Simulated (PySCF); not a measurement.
Core-level binding energies of `CCCBN(C)C`

Compound: C5H14BN.
Numbering: `[CH3:1][CH2:2][CH2:3][BH:4][N:5]([CH3:6])[CH3:7]`

Method: delta-SCF UKS SCAN, pcX-2 on the ionised atom, pcseg-1 elsewhere, spin-free X2C in PySCF. Vertical ΔSCF values, vacuum level as zero.

Problem. Give the core binding energies atom by atom.

Solution. 
```json
{"atom(s)": "B4", "bonded to": "N, C and H", "level": "B 1s", "binding energy (eV)": "194.60", "above the level's lowest (eV)": "0.00", "count": "1"}
{"atom(s)": "C3", "bonded to": "C, 2 H and B", "level": "C 1s", "binding energy (eV)": "289.49", "above the level's lowest (eV)": "0.00", "count": "1"}
{"atom(s)": "C2", "bonded to": "2 C and 2 H", "level": "C 1s", "binding energy (eV)": "290.26", "above the level's lowest (eV)": "+0.77", "count": "1"}
{"atom(s)": "C1", "bonded to": "C and 3 H", "level": "C 1s", "binding energy (eV)": "290.27", "above the level's lowest (eV)": "+0.78", "count": "1"}
{"atom(s)": "C6/C7", "bonded to": "N and 3 H", "level": "C 1s", "binding energy (eV)": "291.48", "above the level's lowest (eV)": "+1.99", "count": "2"}
{"atom(s)": "N5", "bonded to": "2 C and B", "level": "N 1s", "binding energy (eV)": "404.79", "above the level's lowest (eV)": "0.00", "count": "1"}
```

Lowest listed C 1s: C3, bonded to C, 2 H and B. Highest, 1.99 eV above it: C6/C7, bonded to N and 3 H. The widest gap between neighbouring values is 1.21 eV, between 290.27 and 291.48 eV. Summing the Pauling electronegativity differences to the bonded atoms, each weighted by its formal bond order, gives -1.21 for the lowest site and -0.56 for the highest; no listed site has a larger sum than the highest. The values 290.26 and 290.27 eV lie too close for their order to be trusted.

Problem. Which effective nuclear charge Zeff reproduces each element's mean 1s value in the hydrogen-like formula E = 13.606 eV × Zeff²?

Solution. B (Z = 5): mean 194.6 eV, Zeff = 3.78, Z − Zeff = 1.22; C (Z = 6): mean 290.6 eV, Zeff = 4.62, Z − Zeff = 1.38; N (Z = 7): mean 404.8 eV, Zeff = 5.45, Z − Zeff = 1.55. Means run over the listed sites, weighted by atom count.

One atom of each set of topologically equivalent atoms was ionised and stands for the set; in this conformer not all members are related by symmetry, and their own values weren't computed. Spin contamination (⟨S²⟩ against 0.75 for a pure doublet) is marked for B 1s of B4 (0.89), which makes this value less certain. The structure is a single PBE0-D3(BJ)/def2-SVP conformer in the gas phase; no vibrational or solvent corrections.

Time: 82 s of wall time; peak memory 0.88 GiB. Hardware: one thread, Arm Neoverse V2 (aarch64), no GPU, shared host with 192 logical CPUs at a one-minute load of 111.

Conformer computed: `[CH3:1][CH2:2][CH2:3][BH:4][N:5]([CH3:6])[CH3:7]`: C1–C2–C3–B4 -176°, C2–C3–B4–N5 -89°, C3–B4–N5–C6 178°.
